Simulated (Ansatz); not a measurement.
What each rung costs, and what it gives

Saddle point of ZnH₂Cl₂, closed shell (ZnHCl ([Cl][ZnH]) + HCl → ZnCl₂ + H₂; bonds formed: Zn1–Cl5, H2–H4; bonds broken: Zn1–H2, H4–Cl5), PBE0-D4/def2-TZVP structure:

```xyz
5
angstrom
Zn 0.2407 -0.5680 -0.1221
H 0.5124 0.3537 1.2376
Cl 0.5043 -2.2830 -1.3001
H -0.1774 1.0296 0.6750
Cl -1.0801 1.4677 -0.4903
```

Barriers are electronic and count from the start structure reached by relaxing down the imaginary mode.

Program: Ansatz 0.2.0. Basis: as named in each row. Cores are frozen in the correlated methods. The 3s and 3p shells of Cu and Zn are frozen; filled d shells are correlated. B3LYP uses VWN-RPA correlation. Extrapolation: Hartree–Fock as exp(−7.88 √X), correlation as X^−2.97.

Times are rough, for one single point on 4 threads of a shared host (Arm Neoverse V2).

The estimate by CCSD(T) at an estimated basis limit (MP2 extrapolated from triple and quadruple zeta, plus CCSD(T) − MP2 in triple zeta) is 14.32 kcal/mol.

```json
{"method": "HF", "basis": "STO-3G", "time (s)": "under 1", "barrier (kcal/mol)": "13.61", "method less estimate": "-0.71"}
{"method": "SPW92", "basis": "def2-SVP", "time (s)": "under 1", "barrier (kcal/mol)": "2.62", "method less estimate": "-11.71"}
{"method": "B3LYP-D4", "basis": "6-31G", "time (s)": "under 1", "barrier (kcal/mol)": "11.29", "method less estimate": "-3.03"}
{"method": "PBE-D4", "basis": "def2-SVP", "time (s)": "under 1", "barrier (kcal/mol)": "7.24", "method less estimate": "-7.08"}
{"method": "SPW92", "basis": "def2-TZVPP", "time (s)": "under 1", "barrier (kcal/mol)": "6.03", "method less estimate": "-8.29"}
{"method": "PBE0-D4", "basis": "def2-SVP", "time (s)": "under 1", "barrier (kcal/mol)": "9.62", "method less estimate": "-4.71"}
{"method": "CCSD(T)", "basis": "def2-SVP", "time (s)": "1", "barrier (kcal/mol)": "15.51", "method less estimate": "1.19"}
{"method": "PBE-D4", "basis": "def2-TZVPP", "time (s)": "1", "barrier (kcal/mol)": "10.39", "method less estimate": "-3.93"}
{"method": "BLYP-D4", "basis": "def2-TZVPP", "time (s)": "1", "barrier (kcal/mol)": "13.79", "method less estimate": "-0.54"}
{"method": "BHLYP-D4", "basis": "def2-TZVPP", "time (s)": "2", "barrier (kcal/mol)": "16.64", "method less estimate": "2.31"}
{"method": "B3LYP-D4", "basis": "def2-TZVPP", "time (s)": "2", "barrier (kcal/mol)": "14.76", "method less estimate": "0.43"}
{"method": "CAM-B3LYP-D4", "basis": "def2-TZVPP", "time (s)": "2", "barrier (kcal/mol)": "15.83", "method less estimate": "1.50"}
{"method": "PBE0-D4", "basis": "def2-TZVPP", "time (s)": "2", "barrier (kcal/mol)": "11.98", "method less estimate": "-2.34"}
{"method": "RPA on PBE", "basis": "def2-TZVPP", "time (s)": "3", "barrier (kcal/mol)": "16.96", "method less estimate": "2.63"}
{"method": "r2SCAN-D4", "basis": "def2-TZVPP", "time (s)": "3", "barrier (kcal/mol)": "10.82", "method less estimate": "-3.50"}
{"method": "B2PLYP", "basis": "def2-TZVPP", "time (s)": "3", "barrier (kcal/mol)": "15.22", "method less estimate": "0.89"}
{"method": "PBE-QIDH", "basis": "def2-TZVPP", "time (s)": "3", "barrier (kcal/mol)": "13.51", "method less estimate": "-0.82"}
{"method": "wB97M-V", "basis": "def2-SVP", "time (s)": "3", "barrier (kcal/mol)": "13.16", "method less estimate": "-1.16"}
{"method": "r2SCAN0-D4", "basis": "def2-TZVPP", "time (s)": "4", "barrier (kcal/mol)": "12.18", "method less estimate": "-2.14"}
{"method": "wB97X-V", "basis": "def2-TZVPP", "time (s)": "4", "barrier (kcal/mol)": "15.90", "method less estimate": "1.58"}
{"method": "B97M-V", "basis": "def2-TZVPP", "time (s)": "6", "barrier (kcal/mol)": "14.37", "method less estimate": "0.04"}
{"method": "wB97M-V", "basis": "def2-TZVPP", "time (s)": "6", "barrier (kcal/mol)": "16.05", "method less estimate": "1.73"}
{"method": "PBE-D4", "basis": "STO-3G", "time (s)": "6", "barrier (kcal/mol)": "-0.29", "method less estimate": "-14.61"}
{"method": "MP2", "basis": "def2-QZVPP", "time (s)": "8", "barrier (kcal/mol)": "14.08", "method less estimate": "-0.25"}
{"method": "CCSD(T)", "basis": "def2-TZVPP", "time (s)": "27", "barrier (kcal/mol)": "15.93", "method less estimate": "1.60"}
```

All methods are single points on the PBE0-D4 structures; a negative value means that the method puts the saddle structure below the start.

The T1 diagnostic stays at or below 0.014.

Labels in which every atom is bracketed show which atoms are joined, not bond orders.
